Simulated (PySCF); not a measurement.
SMILES C#C[C@@H]1[SiH2]C[Si@H]1C#N, C₅H₇NSi₂

Cartesian coordinates in Å; atom numbers follow the order of the lines, from 1:
```xyz
15

C     2.4458   -1.9928   -0.0439
C     1.5305   -1.2668    0.2255
C     0.4247   -0.3980    0.4875
Si   -1.3103   -1.0438   -0.1016
C    -1.4196    0.5162   -1.2221
Si    0.3035    1.1468   -0.6716
C     0.1761    2.7144    0.3346
N     0.0820    3.6648    0.9676
H     3.2523   -2.6309   -0.2477
H     0.4379   -0.1334    1.5474
H    -1.2424   -2.3058   -0.8340
H    -2.3016   -1.0965    0.9728
H    -1.4909    0.2999   -2.2848
H    -2.2437    1.1855   -0.9878
H     1.3514    1.3485   -1.6694
```

Method used: PySCF, TDDFT B3LYP/aug-cc-pVDZ circular dichroism and optical rotation, one conformer, gas phase. Geometry: GFN2-xTB.

(1) Draw the ECD and absorption spectra from the lowest 8 states, each a Gaussian of half-width 0.2 eV at 1/e height.

Answers

(1) 
```tsv
E (eV)	λ (nm)	Δε (L mol⁻¹ cm⁻¹)	ε (L mol⁻¹ cm⁻¹)
4.38	283	+0.03	3.83
4.53	274	+0.79	92.8
4.68	265	+6.25	730
4.83	257	+15.92	1880
4.98	249	+12.87	1670
5.13	242	+2.50	793
5.28	235	-0.93	519
5.43	228	-2.06	956
5.58	222	-4.32	1760
5.73	216	-6.06	1410
5.88	211	-12.85	1270
6.03	206	-23.17	2200
```
Δε uses R in velocity form, ε uses f in length form. Only the states computed contribute, so the short-wavelength end is incomplete.
